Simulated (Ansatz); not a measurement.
**Two structures, one formula**

The two ends of one reaction step of SiH₇O₂F, closed shell (PBE0-D4/def2-TZVP).

A:

| atom | x (Å) | y (Å) | z (Å) |
| --- | --- | --- | --- |
| Si1 | -0.7442 | 0.2651 | -1.6173 |
| F2 | -0.8739 | -0.9168 | -0.5187 |
| H3 | 0.6372 | 0.3297 | -2.1363 |
| H4 | -1.6439 | -0.1737 | -2.7175 |
| H5 | -1.2406 | 1.5367 | -1.0598 |
| H6 | 0.9005 | 0.4046 | 1.1888 |
| O7 | 0.9676 | 1.1082 | 0.5192 |
| H8 | -0.1483 | -1.4009 | 1.2540 |
| O9 | 0.4130 | -1.1782 | 2.0070 |
| H10 | 1.9012 | 1.1771 | 0.3107 |
| H11 | -0.1686 | -1.1518 | 2.7698 |

B:

Si1  (-0.264, 0.851, -1.348)
F2  (-0.268, -2.269, -0.146)
H3  (0.465, -0.088, -2.230)
H4  (-1.586, 0.332, -0.947)
H5  (-0.410, 2.156, -2.049)
H6  (0.377, -0.075, 1.439)
O7  (0.562, 1.105, 0.085)
H8  (-0.080, -1.867, 0.697)
O9  (0.250, -0.904, 1.937)
H10  (1.428, 1.510, 0.014)
H11  (-0.476, -0.752, 2.547)
(Å)

Ansatz 0.2.0; basis: def2-TZVPP; cores frozen in the correlated methods. B3LYP uses VWN-RPA correlation.

Question: Which structure is lower at CCSD(T), and by how much? (An estimate is asked for; the value comes from the calculation.)

Answer: Computed: A, by 0.237 eV (electronic energy, against the other). By their contacts, A is a complex of SiH₃F ([F][SiH3]) + H₂O + H₂O and B is a complex of SiH₄O ([OH][SiH3]) + H₂O + HF.

All methods give the same order:

```json
{"method": "SPW92", "E(B) − E(A) (eV)": "0.094"}
{"method": "PBE-D4", "E(B) − E(A) (eV)": "0.177"}
{"method": "BLYP-D4", "E(B) − E(A) (eV)": "0.220"}
{"method": "r2SCAN-D4", "E(B) − E(A) (eV)": "0.232"}
{"method": "B97M-V", "E(B) − E(A) (eV)": "0.304"}
{"method": "PBE0-D4", "E(B) − E(A) (eV)": "0.191"}
{"method": "B3LYP-D4", "E(B) − E(A) (eV)": "0.227"}
{"method": "r2SCAN0-D4", "E(B) − E(A) (eV)": "0.230"}
{"method": "BHLYP-D4", "E(B) − E(A) (eV)": "0.260"}
{"method": "CAM-B3LYP-D4", "E(B) − E(A) (eV)": "0.227"}
{"method": "wB97X-V", "E(B) − E(A) (eV)": "0.244"}
{"method": "wB97M-V", "E(B) − E(A) (eV)": "0.258"}
{"method": "B2PLYP", "E(B) − E(A) (eV)": "0.237"}
{"method": "PBE-QIDH", "E(B) − E(A) (eV)": "0.208"}
{"method": "RPA on PBE", "E(B) − E(A) (eV)": "0.255"}
{"method": "HF", "E(B) − E(A) (eV)": "0.337"}
{"method": "MP2", "E(B) − E(A) (eV)": "0.215"}
{"method": "CCSD", "E(B) − E(A) (eV)": "0.254"}
{"method": "CCSD(T)", "E(B) − E(A) (eV)": "0.237"}
```

No T1 diagnostic of these runs exceeds 0.010.

Labels in which every atom is bracketed show which atoms are joined, not bond orders.

For scale, one of the runs: CCSD(T)/def2-TZVPP, 233 basis functions, launched by `ansatz run in.yaml --threads 4 --pin off --events-out ev --progress --plain --max-ram 9574MiB`. Time: 2.4 min of wall clock on 4 CPU threads of an Intel Xeon; the host was shared. Peak host memory: 4.3 GiB.
